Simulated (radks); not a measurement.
Values are calculated unless marked as measured or tabulated.
Spherical quantum dot in the effective-mass picture: electrons in a hard-walled sphere of radius 3.26, with a point charge +1 (a donor) at the centre, all in effective atomic units (hartree* = m*/eps^2 hartree, bohr* = eps/m* bohr), one dielectric constant everywhere. Level of theory: non-relativistic Kohn-Sham, LDA (Slater exchange, Perdew-Wang correlation), spin-polarised, spherical densities (a radial shooting solver with Libxc functionals). Levels are named by radial order and angular momentum (1s, 1p, 1d, 2s, ...), and open shells are averaged over m. At N = 13 the configuration is 1s2 1p6 1d(up 5, down 0). Does electron 14 go into 2s down or 2s up or 1d down?

Answer. Into 1d down. The total energies of the other choices lie higher by 0.171 hartree* (2s up), 0.212 hartree* (2s down).
